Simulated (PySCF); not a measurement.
[Te4]2- (charge -2).
Z-matrix (Å and degrees, PBE0-D3(BJ)/def2-SVP geometry), rows numbered from 1:
```
Te
Te  1  2.7521
Te  2  2.8032  1  115.97
Te  3  2.7518  2  116.01  1   106.04
```

The calculation used PBE0-D3(BJ)/def2-SVP geometry optimisation, gas phase, def2 core potentials past Kr (PySCF 2.14.0).

Take the most abundant isotopes and a rigid rotor. The values belong to one conformer.

Problem. What are A, B and C (cm⁻¹)?

Solution. Ia = 453.32, Ib = 3291.43, Ic = 3413.42 u·Å²; 505379 MHz·u·Å²/I gives 1115, 153.5 and 148.1 MHz, that is A = 0.03719, B = 0.00512, C = 0.00494 cm⁻¹.

Problem. Classify the top.

Solution. A near-prolate asymmetric top; Ray's κ = -0.989.

Problem. Is it planar, by Δ = Ic − Ia − Ib?

Solution. Not planar: Δ = Ic − Ia − Ib = -331.32 u·Å². For a rigid frame Δ = −2 Σ m c², so Σ m c² = 165.66 u·Å² lies off the ab plane. The atom farthest from that plane is 0.75 Å away.

Problem. Give the other two planar moments, Paa and Pbb, and the rms extents of the mass along the axes.

Solution. Paa = Σ m a² = (Ib + Ic − Ia)/2 = 3125.77 and Pbb = Σ m b² = (Ia + Ic − Ib)/2 = 287.66 u·Å². With the mass M = 519.62 u, the rms extents √(P/M) along a, b and c are 2.45, 0.74, 0.56 Å.

The dipole components (about the centre of mass, as the species is charged) are |μa| = 0.00 D, |μb| = 2.98 D, |μc| = 0.00 D. The nuclei that the symmetry axis exchanges have no spin, so part of the rotational levels is missing.

Problem. Estimate the classical rotational partition function at 25 K, 200 K and 298.15 K.

Solution. Point group C2, symmetry number σ = 2; q = (√π/σ)·√((kT/h)³/(ABC)), k/h = 20836.6 MHz/K: 66200 at 25 K, 1500000 at 200 K, 2730000 at 298.15 K.

No frequency check. Whether so highly charged an anion holds all its electrons in the gas phase wasn't checked; a finite basis holds them in any case. The ion is multiply charged and computed without counter-ions or solvent. No vibrational averaging or centrifugal distortion is included, and the geometry carries the error of its method.
